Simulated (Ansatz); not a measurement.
ClH5N2OSi2, SMILES `O[Si]1(Cl)N[SiH2]N1`. Total charge 0; spin multiplicity 1.

```xyz
11

O    -0.218    2.149   -1.003
Si   -0.519    0.877   -0.030
Cl   -2.137    1.524    1.038
N    -0.673   -0.675   -0.744
Si    0.543   -1.365    0.280
N     0.775    0.238    0.897
H     0.525    2.040   -1.600
H    -1.370   -1.076   -1.341
H     1.714   -1.945   -0.430
H     0.061   -2.371    1.264
H     1.299    0.604    1.668
```

What are the harmonic wavenumbers in cm⁻¹ at PBE0-D4/def2-TZVP (Ansatz, finite differences of forces, unscaled)? (Best estimate.)

Ansatz gave: 70, 103, 176, 245, 276, 327, 354, 425, 470, 603, 605, 690, 715, 789, 806, 857, 910, 961, 976, 1020, 1025, 1066, 2208, 2218, 3729, 3731, 3905.

Is this a minimum?

Yes, all 27 modes are real.

Give the ideal-gas thermochemistry at 298.15 K and 1 bar (rigid rotor, harmonic oscillator; point group Cs, symmetry number 1).

Zero-point energy 175.0 kJ/mol; H(298) − E = 198.9 kJ/mol; entropy 372.9 J/(mol·K), of which translation 170.5, rotation 118.8, vibration 83.5; G(298) − E = 87.8 kJ/mol. Modes under 100 cm⁻¹ are hindered rotations or soft bends, so the harmonic entropy is rough.
